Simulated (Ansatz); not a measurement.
Conformers of F2H6N2OSi2, SMILES `N[Si@@H](F)O[Si@@H](N)F`, each relaxed with PBE0-D4/def2-TZVP in Ansatz. CBS adds the triple-zeta coupled-cluster correction to the MP2 limit.

Not all of them had a frequency check.

Conformer A:

Z-matrix (Å, degrees):
```
Si
F 1 1.599
O 1 1.622 2 106.7
N 1 1.690 2 114.0 3 118.1
H 1 1.473 2 105.6 3 -120.7
Si 3 1.622 1 148.3 2 -43.4
H 4 1.007 1 121.3 2 -80.5
H 4 1.006 1 121.4 2 72.1
N 6 1.690 3 107.1 1 -166.1
F 6 1.599 3 106.7 1 -43.6
H 6 1.473 3 113.2 1 72.1
H 9 1.007 6 121.3 3 37.3
H 9 1.006 6 121.4 3 -170.1
```

Conformer B:

Z-matrix (Å, degrees):
```
Si
F 1 1.591
O 1 1.619 2 111.5
N 1 1.708 2 105.1 3 117.9
H 1 1.474 2 106.6 3 -116.7
Si 3 1.632 1 140.4 2 79.5
H 4 1.009 1 119.4 2 179.7
H 4 1.008 1 118.8 2 39.2
N 6 1.687 3 108.7 1 -8.2
F 6 1.598 3 105.5 1 114.2
H 6 1.472 3 111.5 1 -131.9
H 9 1.008 6 120.3 3 30.0
H 9 1.005 6 123.3 3 -170.5
```

Q: Which is lowest in electronic energy at CCSD(T)/CBS (frozen core, def2 sets), and by how much? (Estimate.)

A: The calculation gave: B; A lies 1.8 kJ/mol higher. Gaps under about 2 kJ/mol don't settle the order.

Q: Give the energies relative to B (kJ/mol) with B3LYP-D4/def2-TZVPP, r2SCAN/def2-TZVPP, PBE0/def2-TZVPP, HF/def2-TZVPP, SCS-MP2/def2-TZVPP, SCS-MP2/def2-QZVPP, HF/CBS(def2). (An estimate is asked.)

A: The calculation gave: 
| level | A |
| --- | --- |
| B3LYP-D4/def2-TZVPP | 2.0 |
| r2SCAN/def2-TZVPP | 1.9 |
| PBE0/def2-TZVPP | 0.1 |
| HF/def2-TZVPP | -4.6 |
| SCS-MP2/def2-TZVPP | 0.9 |
| SCS-MP2/def2-QZVPP | 0.4 |
| HF/CBS(def2) | -5.2 |

B3LYP here is the variant with VWN-RPA as its local correlation; programs differ in this.
